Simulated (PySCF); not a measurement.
C2H11NSi3, SMILES CC[Si@H]1N[SiH2][SiH2]1.

Geometry optimised at PBE0-D3(BJ)/def2-SVP. The structure was generated by enumeration; whether it is a known compound was not checked. The values are those of a single conformer.

Method: PBE/def2-TZVP in PySCF.

Computed frontier levels, gap, dipole moment:
```json
{
 "highest_occupied_level": "-5.95 eV",
 "lowest_empty_level": "-1.20 eV",
 "orbital_gap": "4.76 eV",
 "dipole_moment": "1.44 D",
 "quadrupole, principal values (traceless, Buckingham form, about the centre of nuclear charge)": "-3.89, -0.89, 4.79 D·Å"
}
```
